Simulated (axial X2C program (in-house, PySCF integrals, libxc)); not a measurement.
**CrS⁻: cheaper levels and CCSD(T), 2c**

Calculated with an in-house relativistic program for diatomic molecules. Two-component (2c) means X2C with spin–orbit coupling and atomic mean-field two-electron Coulomb and Gaunt terms. Basis: Cr dyall-acv3z [10s11p7d4f2g], S dyall-av3z [9s8p3d2f] (cores contracted in-house); Gaussian nuclei, density fitting, unrestricted open shells. Masses: Cr 51.941 u, S 31.972 u.

State: Ω = 5/2 (⟨Sz⟩ = 2.50, ⟨Lz⟩ = 0.00 at HF); fragments Cr + S-.

```csv
level,Re (Å),ωe (cm⁻¹),De (eV)
PBE0,2.151,446.8,2.65
HF,2.249,448.1,1.35
MP2,2.169,444.4,2.39
CCSD,2.161,465.9,2.43
TPSS,2.138,446.9,3.09
```

Correlated methods: 13 electrons correlated (number of frozen shells: Cr 3 s, 2 p; S 2 s, 1 p), 293 virtual spin orbitals or spinors in MP2, 90 natural virtuals in coupled cluster.

CCSD(T), same Hamiltonian and basis:

Re = 2.158 Å, ωe = 462.0 cm⁻¹, De = 2.61 eV; T1 = 0.075 (Lee–Taylor normalisation).

(1) Give the differences from CCSD(T) in the columns below.

One determinant describes the state; a PBE0 search over occupations chose it and may have missed a lower one. Dissociation energies refer to the lowest single-determinant-based atoms at the same level and basis. Density functionals use the spin component along the axis (collinear). CCSD and (T) use frozen natural virtuals with an MP2 correction for the truncation; (T) itself is uncorrected, so its De runs slightly low. The 2c atoms are single determinants rather than J levels; their spin–orbit lowering is only partly caught, and De is too large by that part. This holds for PBE0, TPSS. PBE0 can misorder states that lie within some tenths of an eV, so this need not be the ground state of the molecule. The nearest other 2c determinant of the search, Ω = 3/2, lies 0.44 eV up at the distance of the search. Without a current term, density functionals place determinants with orbital angular momentum somewhat too high. With several unpaired electrons one determinant need not be a pure state. The highest occupied level of some functionals is positive through self-interaction error; at Hartree–Fock it is bound. This is the top spin component of a Σ state; components of lower Ω are not single determinants and can lie lower. The determinant is spin-polarised beyond a pure state at some levels (its spin-free form has ⟨S²⟩ too high), which makes Re and μ there less reliable. The T1 diagnostic is large, a sign of multireference character. Hartree–Fock gets electron affinities wrong, so its lowest charge split need not be the true one.

Answers

(1) 

```json
{"level": "PBE0", "ΔRe (Å)": "-0.007", "Δωe (cm⁻¹)": "-15", "ΔDe (eV)": "0.04"}
{"level": "HF", "ΔRe (Å)": "0.091", "Δωe (cm⁻¹)": "-14", "ΔDe (eV)": "-1.26"}
{"level": "MP2", "ΔRe (Å)": "0.011", "Δωe (cm⁻¹)": "-18", "ΔDe (eV)": "-0.22"}
{"level": "CCSD", "ΔRe (Å)": "0.003", "Δωe (cm⁻¹)": "4", "ΔDe (eV)": "-0.18"}
{"level": "TPSS", "ΔRe (Å)": "-0.020", "Δωe (cm⁻¹)": "-15", "ΔDe (eV)": "0.48"}
```
